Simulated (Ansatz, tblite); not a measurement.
Cost and result up the ladder for Ga₈As₉H₂₄⁺, a nanocrystal cut from zinc blende GaAs (hydrogen-capped) (41 atoms). The state is a singlet with charge 1. Geometry: PBE-D4/def2-SVP.

```
atom    x (Å)    y (Å)    z (Å)
 Ga1  -4.9746   1.3792  -0.2146
 Ga2  -1.2263   0.7253  -3.0762
 Ga3   3.1981   1.3985   2.8840
 Ga4   2.8207   0.5729  -1.4517
 Ga5  -0.5441   1.2205   0.7526
 Ga6  -2.1523  -2.3214  -0.5864
 Ga7   1.4643  -2.3300   1.2553
 Ga8   1.2592  -2.9375  -2.8844
 As9  -2.7805   2.2729   0.7889
As10   0.8478   2.2032   2.5878
As11   0.5384   1.5223  -1.4054
As12  -4.3006  -1.0171  -0.6522
As13  -0.9316  -1.7137  -2.6193
As14   4.0020   1.6028   0.5432
As15   2.7849  -1.0503   2.9947
As16   2.4502  -1.7977  -0.9294
As17  -0.7336  -1.1859   1.1617
 H18  -5.9395   1.3740   1.0250
 H19  -5.0758   2.1143  -1.5957
 H20  -0.7410   1.1330  -4.5118
 H21  -2.5633   1.2033  -2.3653
 H22   4.0120   2.0771   4.0374
 H23   3.6726   0.9168  -2.7251
 H24  -2.4029  -3.8138  -0.1592
 H25   1.4020  -3.8339   1.7031
 H26   1.9808  -2.3755  -4.1638
 H27   1.0474  -4.4306  -2.4389
 H28  -2.5042   3.6935   0.3078
 H29  -2.9767   2.6122   2.2649
 H30   0.8711   3.7213   2.4572
 H31   0.1225   2.1143   3.9255
 H32   0.6958   3.0403  -1.4812
 H33  -4.8414  -1.3295  -2.0432
 H34  -5.2915  -1.8775   0.1273
 H35  -1.8340  -2.3671  -3.6651
 H36   4.2783   3.0854   0.3166
 H37   5.4526   1.1352   0.5844
 H38   4.1633  -1.6831   3.1471
 H39   2.2736  -1.3447   4.4009
 H40   3.8579  -2.3816  -0.8336
 H41  -1.3819  -1.3274   2.5368
```

Ansatz on 11 threads of AMD EPYC 7R13 on a shared host and a whole NVIDIA H100 80GB HBM3; xTB runs through tblite on one thread. Times are rough, summed over both states, and most runs start from the orbitals of an earlier one. PBE0-D4/def2-TZVP serves as the yardstick here, not as an exact answer. The other state is a doublet.

The xTB rows come from tblite. LC-ωPBE has ω = 0.4 bohr⁻¹. Single mean-field runs in def2-TZVP are fitted with def2-universal-jkfit.

Raw xTB energies of ions are shifted by several eV.

```
                         level  functions  wall time
                      GFN2-xTB        177     0.66 s
                      GFN1-xTB        201     0.68 s
PBE-D4/def2-TZVP (with forces)        960       16 s
             PBE0-D4/def2-TZVP        960       31 s
             LC-ωPBE/def2-TZVP        960       32 s
```

Question: Estimate what each level gives for the vertical IE (eV).

Answer: 
```csv
level,vertical IE (eV),difference from PBE0-D4/def2-TZVP (eV)
GFN2-xTB,14.60,3.80
GFN1-xTB,14.73,3.93
PBE-D4/def2-TZVP (with forces),10.35,-0.45
PBE0-D4/def2-TZVP,10.80,0.00
LC-ωPBE/def2-TZVP,11.17,0.37
```
